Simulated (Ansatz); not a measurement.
Relaxation of Zn5Cu2 with RKS B3LYP-D4/def2-SVP.

```sh
$ ansatz run in.yaml --threads 4 --pin off --events-out ev --progress --plain --max-ram 8704MiB
```

```yaml
crystal:
  periodic: [false, false, false]
  atoms:
    - {symbol: Cu, position_ang: [-0.166640, 1.264820, 0.071100]}
    - {symbol: Cu, position_ang: [0.681470, -0.914120, 0.466790]}
    - {symbol: Zn, position_ang: [0.812390, -0.265910, -2.669490]}
    - {symbol: Zn, position_ang: [-1.528340, 0.420790, -1.885260]}
    - {symbol: Zn, position_ang: [-0.667810, -1.933140, -1.388980]}
    - {symbol: Zn, position_ang: [0.880130, -0.441790, 2.917490]}
    - {symbol: Zn, position_ang: [-0.011200, 1.869350, 2.488360]}
basis:
  gaussian: {orbitals: def2-SVP}
hamiltonian: {xc: {name: B3LYP}, dispersion: d4}
scf: {lower_state_search: "off"}
output: {orbitals: {seedname: orbitals}}
relax: {f_tol: 0.02, max_steps: 100}
```

Run time 4.8 min (4 threads of Arm Neoverse N1 on a shared host), peak host memory 1 GiB.

Positions (Å) and forces (eV/Å) at steps 1, 2, 3, 4, 5, 6, 7, 8, 10, 13, 14 of 14:

```xyz
7
step=1 energy=-331344.6260 eV
Cu   -0.167    1.265    0.071   -0.075   -0.051   -0.215
Cu    0.681   -0.914    0.467   -0.043   -0.080   -0.213
Zn    0.812   -0.266   -2.669    0.487    0.214    0.205
Zn   -1.528    0.421   -1.885   -0.259    0.249    0.262
Zn   -0.668   -1.933   -1.389   -0.099   -0.257    0.335
Zn    0.880   -0.442    2.917    0.171   -0.495   -0.106
Zn   -0.011    1.869    2.488   -0.183    0.420   -0.268
7
step=2 energy=-331344.8213 eV
Cu   -0.158    1.259    0.017   -0.026   -0.056   -0.190
Cu    0.693   -0.923    0.409   -0.015   -0.042   -0.212
Zn    0.882   -0.206   -2.498    0.216    0.149    0.354
Zn   -1.575    0.427   -1.845   -0.124    0.113    0.123
Zn   -0.708   -1.957   -1.348   -0.059   -0.126    0.159
Zn    0.893   -0.491    2.852    0.095   -0.255   -0.077
Zn   -0.026    1.891    2.413   -0.087    0.217   -0.157
7
step=3 energy=-331344.9524 eV
Cu   -0.153    1.250   -0.039    0.005   -0.034   -0.074
Cu    0.702   -0.933    0.346    0.004   -0.008   -0.092
Zn    0.928   -0.152   -2.315    0.076    0.098    0.307
Zn   -1.614    0.432   -1.827   -0.056    0.018    0.030
Zn   -0.742   -1.983   -1.325   -0.050   -0.046    0.047
Zn    0.912   -0.532    2.803    0.042   -0.096   -0.098
Zn   -0.034    1.917    2.357   -0.020    0.067   -0.120
7
step=4 energy=-331345.0112 eV
Cu   -0.194    1.179   -0.094   -0.102   -0.034   -0.112
Cu    0.733   -0.964    0.374   -0.005   -0.018    0.013
Zn    0.953   -0.071   -2.134    0.062    0.013    0.072
Zn   -1.668    0.450   -1.925    0.029    0.051    0.061
Zn   -0.781   -1.922   -1.276   -0.026   -0.033   -0.012
Zn    0.973   -0.556    2.798    0.039   -0.019   -0.037
Zn   -0.017    1.884    2.258    0.004    0.040    0.015
7
step=5 energy=-331345.0338 eV
Cu   -0.328    1.088   -0.076   -0.015   -0.156   -0.003
Cu    0.707   -1.042    0.409   -0.041    0.122    0.006
Zn    1.015   -0.083   -2.021    0.004    0.004    0.023
Zn   -1.634    0.532   -2.058    0.075   -0.034    0.048
Zn   -0.858   -1.872   -1.275   -0.035    0.052   -0.017
Zn    1.160   -0.494    2.768   -0.005    0.012   -0.064
Zn   -0.063    1.871    2.253    0.017    0.000    0.006
7
step=6 energy=-331345.0510 eV
Cu   -0.464    0.958   -0.026    0.016   -0.160    0.031
Cu    0.687   -1.119    0.431   -0.045    0.143   -0.018
Zn    1.069   -0.079   -1.916   -0.045   -0.012    0.000
Zn   -1.576    0.588   -2.161    0.102   -0.029    0.074
Zn   -0.931   -1.809   -1.280   -0.008    0.052   -0.012
Zn    1.296   -0.420    2.702   -0.033    0.019   -0.057
Zn   -0.081    1.881    2.250    0.013   -0.014   -0.017
7
step=7 energy=-331345.0667 eV
Cu   -0.564    0.818    0.064    0.047   -0.084    0.033
Cu    0.690   -1.198    0.412   -0.027    0.099   -0.025
Zn    1.100   -0.078   -1.850   -0.071   -0.014    0.011
Zn   -1.504    0.637   -2.182    0.089   -0.011    0.086
Zn   -0.978   -1.779   -1.307    0.012    0.027    0.000
Zn    1.342   -0.343    2.615   -0.046    0.019   -0.050
Zn   -0.086    1.943    2.248   -0.004   -0.036   -0.055
7
step=8 energy=-331345.0869 eV
Cu   -0.480    0.678    0.180    0.027    0.011    0.040
Cu    0.818   -1.293    0.311   -0.017    0.034    0.048
Zn    1.082   -0.098   -1.894   -0.032   -0.003   -0.016
Zn   -1.464    0.705   -2.042    0.037   -0.018   -0.006
Zn   -1.001   -1.761   -1.294    0.002    0.000   -0.006
Zn    1.183   -0.283    2.537   -0.003   -0.010   -0.064
Zn   -0.138    2.053    2.201   -0.014   -0.014    0.004
7
step=10 energy=-331345.0898 eV
Cu   -0.447    0.706    0.188    0.000    0.014    0.019
Cu    0.835   -1.274    0.295    0.004   -0.016   -0.005
Zn    1.068   -0.157   -1.938    0.040   -0.005   -0.015
Zn   -1.412    0.698   -2.049   -0.038    0.068   -0.023
Zn   -1.034   -1.735   -1.256   -0.001   -0.059    0.025
Zn    1.203   -0.263    2.498    0.006    0.000    0.010
Zn   -0.212    2.025    2.262   -0.011   -0.002   -0.012
7
step=13 energy=-331345.0923 eV
Cu   -0.403    0.720    0.173   -0.005    0.001    0.003
Cu    0.903   -1.242    0.268    0.007    0.002   -0.004
Zn    1.062   -0.241   -2.016   -0.004   -0.004    0.007
Zn   -1.378    0.746   -2.060    0.002    0.000   -0.003
Zn   -1.078   -1.699   -1.158   -0.001    0.003   -0.002
Zn    1.209   -0.256    2.496    0.000    0.000    0.001
Zn   -0.315    1.970    2.296    0.002   -0.002   -0.002
7
step=14 energy=-331345.0924 eV
Cu   -0.401    0.723    0.170   -0.007    0.001   -0.001
Cu    0.917   -1.231    0.264    0.002   -0.003    0.001
Zn    1.058   -0.256   -2.026   -0.002    0.000   -0.002
Zn   -1.371    0.752   -2.067    0.004    0.001    0.001
Zn   -1.086   -1.688   -1.141    0.002    0.000    0.002
Zn    1.212   -0.256    2.499   -0.001    0.000   -0.002
Zn   -0.329    1.957    2.301    0.002    0.000    0.001
```

The relaxation made no stability test and no search for a lower SCF solution. The structure comes from a short search, and lower isomers may exist.
